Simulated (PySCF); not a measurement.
Species: cyanoethynyl isothiocyanate, C4N2S.
Bonds: N1–C2 (triple), C2–C3, C3–C4 (triple), C4–N5, N5–C6 (double), C6–S7 (double).

The same species was optimised twice, with GFN2-xTB and with PBE0-D3(BJ)/def2-SVP (PySCF), and the same property calculations (PySCF, gas phase) were run on both structures.

```tsv
coordinate	GFN2-xTB	PBE0-D3(BJ)/def2-SVP	change
C2–C3 (Å)	1.352	1.367	+0.015
N1≡C2 (Å)	1.152	1.165	+0.013
C6=S7 (Å)	1.549	1.561	+0.012
C4–N5 (Å)	1.271	1.279	+0.008
C3≡C4 (Å)	1.219	1.224	+0.005
N5=C6 (Å)	1.198	1.200	+0.002
C4–N5–C6 (°)	163.0	179.4	+16.4
N5–C6–S7 (°)	173.4	179.8	+6.4
C3–C4–N5 (°)	175.1	180.0	+4.9
C2–C3–C4 (°)	177.0	179.9	+2.9
N1–C2–C3 (°)	179.7	179.9	+0.2
```

Rotational constants: A = 341253, B = 603.9, C = 602.9 MHz (GFN2-xTB) against B = 589.4 MHz (linear) (PBE0-D3(BJ)/def2-SVP).

On the GFN2-xTB structure: HOMO (eV) -7.95 [PBE0/pcSseg-1]; LUMO (eV) -2.70 [PBE0/pcSseg-1]; dipole (D) 4.24 [PBE0/pcSseg-1]; GIAO shielding of N1 (ppm) -38.4 [PBE0/pcSseg-1]; GIAO shielding of C2 (ppm) 74.8 [PBE0/pcSseg-1]; GIAO shielding of C3 (ppm) 155.2 [PBE0/pcSseg-1]; GIAO shielding of C4 (ppm) 121.5 [PBE0/pcSseg-1]; GIAO shielding of N5 (ppm) 167.2 [PBE0/pcSseg-1]; GIAO shielding of C6 (ppm) 58.7 [PBE0/pcSseg-1]; GIAO shielding of S7 (ppm) 717.5 [PBE0/pcSseg-1].

**Question.** What do these properties become on the PBE0-D3(BJ)/def2-SVP structure?

**Answer.** 
```tsv
property	level	on GFN2-xTB	on PBE0-D3(BJ)/def2-SVP	change
HOMO (eV)	PBE0/pcSseg-1	-7.95	-7.98	-0.03
LUMO (eV)	PBE0/pcSseg-1	-2.70	-2.72	-0.02
dipole (D)	PBE0/pcSseg-1	4.24	4.06	-0.18
energy, GFN2-xTB geometry as zero (kcal/mol)	PBE0/pcSseg-1	0.0	-0.8	-0.8
GIAO shielding of N1 (ppm)	PBE0/pcSseg-1	-38.4	-43.0	-4.6
GIAO shielding of C2 (ppm)	PBE0/pcSseg-1	74.8	72.6	-2.2
GIAO shielding of C3 (ppm)	PBE0/pcSseg-1	155.2	155.4	+0.2
GIAO shielding of C4 (ppm)	PBE0/pcSseg-1	121.5	122.2	+0.7
GIAO shielding of N5 (ppm)	PBE0/pcSseg-1	167.2	166.3	-0.9
GIAO shielding of C6 (ppm)	PBE0/pcSseg-1	58.7	61.6	+2.9
GIAO shielding of S7 (ppm)	PBE0/pcSseg-1	717.5	720.5	+3.0
```

The heavy atoms differ by 0.112 Å rms after alignment. Among bonds between heavy atoms C2–C3 changes most (+0.015 Å). Changes are differences of the printed values. Neither structure is proved a minimum here.
